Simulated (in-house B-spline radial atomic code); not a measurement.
A calculation on the vanadium ion V²⁺ (with a hole in an inner shell): its settings, and results tabulated from the run. All numbers are computed (Dirac-Kohn-Sham B3LYP, spherical fractional occupations; Fermi nucleus of rms radius 3.6002 fm) with a B-spline radial code for spherical atoms, not measured.

Command:
```bash
python run_scf.py task.json out
```
Settings (nuclear radius in fm, mass in u):
```
Z                23
configuration    1s2 2s2 2p6 3s2 3p6 3d3
hamiltonian      dirac
method           b3lyp
spin_polarised   False
nucleus          fermi
rms_radius       3.6002
atomic_mass      50.94396
speed_of_light   137.035999084
```

Output (hartree, bohr):
```
 radial grid: 70 intervals, B-splines of order 8, outer radius 25.5556 bohr

 iter        energy (Eh)    residual
    1        -940.086304    4.43e-01
    2        -944.501956    3.80e-01
    3        -948.085891    7.88e-02
    4        -948.320682    9.07e-03
    5        -948.323797    8.85e-03
    6        -948.326486    1.09e-03
    7        -948.326516    1.68e-04
    8        -948.326517    1.98e-05
    9        -948.326517    1.06e-07

 total energy                      -948.32652
 kinetic                             958.3767
 electron-nucleus                  -2245.2327
 Hartree                             383.4199
 exact exchange                       -8.6636
 exchange-correlation                -36.2269

 first-order corrections (not in the total)
   Gaunt                             0.3371
   retardation                      -0.0287
   frequency dependence             -0.0006
   self-energy                       0.2220
   Uehling                          -0.0175
   Wichmann-Kroll                    0.0001
   recoil                            0.0080

 orbital      occ     eigenvalue          <r>       <r^2>       <1/r>     <1/r^2>       <r^4>       r_max    small
 1s1/2      2.000      -198.9648    0.0664349   0.0059356     22.8395     1066.08 9.07113e-05      0.0435  6.80e-03
 2s1/2      2.000       -23.1974     0.307726    0.111984     4.81808     97.8948   0.0220391      0.2555  1.20e-03
 2p1/2      2.000       -19.6405     0.271959     0.09122     4.75102     31.6341   0.0171078      0.2064  1.18e-03
 2p3/2      4.000       -19.3781      0.27472   0.0929431      4.6853     30.2665   0.0177012      0.2087  1.17e-03
 3s1/2      2.000        -3.3478     0.947335     1.03505     1.48765     14.0626      1.7338      0.8186  2.51e-04
 3p1/2      2.000        -2.3612      1.00803     1.19588     1.36256     4.21908     2.49279      0.8398  2.18e-04
 3p3/2      4.000        -2.3299      1.01625     1.21533     1.34845     4.04522     2.57426      0.8463  2.15e-04
 3d3/2      1.200        -0.7736      1.34593     2.33154    0.990636     1.35548     12.9746      0.8948  1.25e-04
 3d5/2      1.800        -0.7711         1.35     2.34546    0.987496     1.34616     13.1233      0.8973  1.25e-04
```

Cost of the run: 0.99 s on 1 thread of Arm Neoverse V1 (shared host).

For the Dirac Hamiltonian the kinetic term is c α·p + (β - 1)c².

Caution: exact exchange at fractional occupations of open shells leaves self-interaction of up to several eV.
